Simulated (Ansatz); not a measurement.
A made-up structure of BSiH4SO (charge +1), closed shell:

```json
{"atom": "S1", "x (Å)": "-0.6670", "y (Å)": "1.0973", "z (Å)": "-0.8663"}
{"atom": "Si2", "x (Å)": "0.5708", "y (Å)": "-0.0796", "z (Å)": "0.4637"}
{"atom": "B3", "x (Å)": "-0.4186", "y (Å)": "-1.4442", "z (Å)": "0.5479"}
{"atom": "O4", "x (Å)": "0.3322", "y (Å)": "-1.3873", "z (Å)": "-0.5867"}
{"atom": "H5", "x (Å)": "-1.1583", "y (Å)": "1.8948", "z (Å)": "0.2080"}
{"atom": "H6", "x (Å)": "0.4153", "y (Å)": "1.7156", "z (Å)": "-1.1732"}
{"atom": "H7", "x (Å)": "2.0600", "y (Å)": "0.2672", "z (Å)": "0.3841"}
{"atom": "H8", "x (Å)": "-1.1343", "y (Å)": "-2.0637", "z (Å)": "1.0226"}
```

It is relaxed with PBE-D4/def2-SVP and then PBE0-D4/def2-TZVP (Ansatz 0.2.0). Atoms count as bonded within 1.22 times the sum of their covalent radii (H–H: 0.88 Å). The end point is not checked to be a true minimum.

Does its bonding change? (Judge from chemistry; the calculation decides.)

Computed: No: no bond forms or breaks.

Where it ends: The first stage lowers the energy by 2.19 eV in 12 steps. It ends as BSiH₄SO ([SH2][SiH]1[BH][O]1), total charge +1:
```
8
angstrom
S -0.5737 1.3811 -0.9275
Si 0.5275 -0.1255 0.4415
B -0.4375 -1.7940 0.6653
O 0.2679 -1.6002 -0.4384
H -1.0314 2.2110 0.0352
H 0.4505 2.1917 -1.2747
H 1.9226 0.3348 0.3095
H -1.1259 -2.5989 1.1891
```

Labels in which every atom is bracketed show which atoms are joined, not bond orders.

For scale, one of the runs: PBE0-D4/def2-TZVP relaxation, 160 basis functions, launched by `ansatz run in.yaml --threads 2 --pin off --events-out ev --progress --plain --max-ram 4352MiB`. The run took about 31 s on 2 CPU threads of an Arm Neoverse V2 (shared host).
